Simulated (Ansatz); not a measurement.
Wavefunction ladder for C₃H₈BFO₂, SMILES `CC(C)OB(O)F`

```xyz
15

C     1.034    1.120    0.154
C    -0.118    0.177    0.427
C    -1.276    0.854    1.124
O    -0.613   -0.341   -0.813
B    -0.081   -1.435   -1.383
O     0.944   -2.133   -0.817
F    -0.596   -1.843   -2.548
H     0.704    1.945   -0.482
H     1.415    1.536    1.090
H     1.852    0.598   -0.344
H     0.238   -0.661    1.035
H    -0.958    1.250    2.090
H    -2.092    0.149    1.290
H    -1.653    1.680    0.517
H     1.199   -2.897   -1.339
```

Total charge 0; spin multiplicity 1. The geometry is a stationary point of PBE0-D4/def2-TZVP. It is one conformer, not always the lowest. Frozen core, restricted reference, the Gaussian-basis code of Ansatz. CBS rows extrapolate triple and quadruple zeta; past MP2 they add the triple-zeta difference.

```json
{"basis": "def2-TZVPP", "HF (Eh)": "-392.46392", "MP2 corr.": "-1.33696", "CCSD corr.": "-1.37658", "(T)": "?", "CCSD(T) total": "?"}
{"basis": "def2-QZVPP", "HF (Eh)": "?", "MP2 corr.": "-1.43936", "CCSD corr.": "–", "(T)": "–", "CCSD(T) total": "–"}
{"basis": "CBS(def2)", "HF (Eh)": "-392.48476", "MP2 corr.": "?", "CCSD corr.": "?", "(T)": "as TZ", "CCSD(T) total": "?"}
```

(1) Fill in the withheld values. (Estimate.)

Answers

(1) Ansatz gave: def2-TZVPP (T): -0.04956; def2-TZVPP CCSD(T) total: -393.89006; def2-QZVPP HF (Eh): -392.48224; CBS(def2) MP2 corr.: -1.51521; CBS(def2) CCSD corr.: -1.55483; CBS(def2) CCSD(T) total: -394.08915.
